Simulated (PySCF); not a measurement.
Compound: SbH2Me, CH5Sb.
Bonds: Sb1–C4. Hydrogens: H2, H3 on Sb1; H5, H6, H7 on C4.

Method: PBE0-D3(BJ)/def2-SVP geometry optimisation, gas phase, def2 core potentials past Kr in PySCF; density fitting, grid level 1; the optimiser is geomeTRIC in internal coordinates, started from a GFN2-xTB structure with every atom displaced at random (about 0.03 Å).

Geometry at step 0:
```
atom  x, y, z in Å
Sb1     0.5429    0.7789    1.0309
H2      1.8499    0.8460    0.0315
H3     -0.2429    2.0413   -0.0162
C4     -0.3250   -0.7287   -0.1350
H5      0.0554   -1.6944    0.0780
H6     -0.3430   -0.5231   -1.1928
H7     -1.4455   -0.8219    0.1351
```

Q: What forces act on the atoms?

A: 
```csv
atom,Fx (eV/Å),Fy (eV/Å),Fz (eV/Å)
Sb1,-0.941,1.549,0.238
H2,1.083,0.095,-0.570
H3,0.467,-0.654,0.807
C4,-3.313,-0.079,0.237
H5,0.857,-1.301,0.160
H6,0.394,0.117,-0.704
H7,1.453,0.273,-0.167
```

The largest, 3.32 eV/Å, acts on C4; the rms over all components is 1.035 eV/Å. The forces sum to zero within rounding, as they must for an isolated molecule in no field.

Q: Give the force on C4 in Eh/bohr and in nN.

A: 3.322 eV/Å ÷ 51.422 = 0.06461 Eh/bohr, and 3.322 eV/Å × 1.602 = 5.32 nN.

Q: How far is this geometry from the end of the optimisation?

A: 0.294 eV above it, and 0.073 Å rms away after alignment. The bonds farthest from their final lengths, with half the difference of the two atoms' forces along the bond (positive lengthens):

```json
{"bond": "Sb1–H3", "now (Å)": "1.819", "final (Å)": "1.719", "force along bond (eV/Å)": "-1.23"}
{"bond": "Sb1–C4", "now (Å)": "2.094", "final (Å)": "2.177", "force along bond (eV/Å)": "+1.08"}
{"bond": "Sb1–H2", "now (Å)": "1.647", "final (Å)": "1.719", "force along bond (eV/Å)": "+1.02"}
{"bond": "C4–H7", "now (Å)": "1.156", "final (Å)": "1.099", "force along bond (eV/Å)": "-2.37"}
{"bond": "C4–H5", "now (Å)": "1.060", "final (Å)": "1.099", "force along bond (eV/Å)": "+1.30"}
{"bond": "C4–H6", "now (Å)": "1.078", "final (Å)": "1.097", "force along bond (eV/Å)": "+0.45"}
```

The angle farthest from its final value is H6–C4–H7, 103.2° against 109.6°.

Of the 6 listed bonds off by 0.010 Å or more, this force points towards the final length in 6.

The cost below is that of the whole optimisation. On Arm Neoverse V1, one thread, no GPU (shared host), this took 9.4 s and 0.27 GiB of memory at its peak.
